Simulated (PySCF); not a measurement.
Cd(OH)(OMe) (CH4CdO2), SMILES C[O][Cd][OH].

Coordinates come from a r2SCAN-D4/def2-SVP optimisation. The structure was generated by enumeration; whether it is a known compound was not checked. The def2 effective core potentials stand for the cores of Cd; spin–orbit coupling is left out. The values are those of a single conformer.

Computed with PySCF with r2SCAN-D4/def2-SVP.

Frequencies are harmonic and unscaled.

Q: Estimate the vibrational spectrum. (The exact figures need the calculation; the answer reports its results.)

A: 
```
mode  ν (cm⁻¹)  IR (km/mol)  moving atoms (share of kinetic energy)
----  --------  -----------  --------------------------------------
1           74         66.6                  O 43 %, H 41 %, Cd 8 %
2          108          2.8                 H 56 %, O 28 %, Cd 12 %
3          112         24.1         H 57 %, O 18 %, C 14 %, Cd 11 %
4          164         13.5                 O 46 %, H 43 %, Cd 12 %
5          231          7.7         O 37 %, C 30 %, H 18 %, Cd 14 %
6          508          4.9                                  O 84 %
7          632         83.4                         O 74 %, Cd 22 %
8          805         65.8                                  H 93 %
9         1115        208.2                          O 50 %, C 45 %
10        1166          0.1                          H 77 %, C 19 %
11        1183          0.6                          H 73 %, C 20 %
12        1466         24.1                                  H 92 %
13        1467          1.8                                  H 96 %
14        1479         42.1                                  H 93 %
15        2932        155.8                                  H 97 %
16        2992         79.0                          H 90 %, C 10 %
17        3044         47.3                           H 91 %, C 9 %
18        3825         47.5                                  H 94 %
```
